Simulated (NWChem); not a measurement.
System: BeNH2Cl; SMILES [NH2][Be][Cl]

The following NWChem deck was run.

```
start job
memory heap 200 mb stack 900 mb global 1100 mb
geometry units angstroms noautosym nocenter noautoz
  Be     0.000636     0.538210     0.000000
  Cl     0.001411    -1.280499     0.000000
  N     -0.000734     2.030844     0.000000
  H     -0.005203     2.619726    -0.826028
  H     -0.005203     2.619726     0.826028
end
basis spherical
  * library 6-31g*
end
dft
  xc b3lyp
  iterations 150
end
property
  response 1 0.0773
end
task dft property
```

Structure relaxed at the PBE0/def2-SVP level. B3LYP is NWChem's, with the RPA form of VWN correlation.

Field at 589 nm.

### Question
Give the results of this calculation. (B3LYP/6-31G* (spherical d).) Quantities: isotropic polarisability (bohr³); anisotropy (bohr³).

### Answer
```yaml
isotropic polarisability (bohr³): 28.1
anisotropy (bohr³): 22.0
```
